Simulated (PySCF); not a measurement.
C₆ coefficients of unlike pairs at PBE0

Calculated with PySCF 2.14 from the dipole response of each species, C₆(A,B) = (3/π) ∫ α_A(iu) α_B(iu) du, in atomic units, from isotropic polarisabilities. For ions this is the dispersion term alone; charge-induced terms of lower order in 1/R come first.

```csv
species,configuration,basis,relativity,α (bohr³),C₆ (like pair)
Zr³⁺,[Kr] 4d1 (2D),aug-cc-pwCVDZ-PP with ECP28MDF (6s6p5d3f),core potential,5.594,22.85
Kr²⁺,[Ar] 3d10 4s2 4p4 (3P),aug-cc-pVTZ-DK (7s6p4d2f),spin-free X2C,7.419,36.04
Rh⁺,[Kr] 4d8 (3F),aug-cc-pVTZ-DK (9s8p6d3f2g),spin-free X2C,12.88,80.53
B⁺,[He] 2s2 (1S),aug-cc-pCVQZ-DK (9s8p6d4f2g),spin-free X2C,10.76,29.28
```

(1) Estimate C₆ for Rh⁺ with Zr³⁺.

No spin-orbit coupling is included.

The other pairs:

```csv
pair,C₆
"B⁺, Kr²⁺",29.44
"Kr²⁺, Zr³⁺",28.49
"B⁺, Zr³⁺",22.48
"B⁺, Rh⁺",45.22
"Rh⁺, Kr²⁺",53.61
```

Answers

(1) The integral gives 42.45. The combination rule 2 C_A C_B / (C_A α_B/α_A + C_B α_A/α_B) gives 42.02 and the geometric mean 42.90.
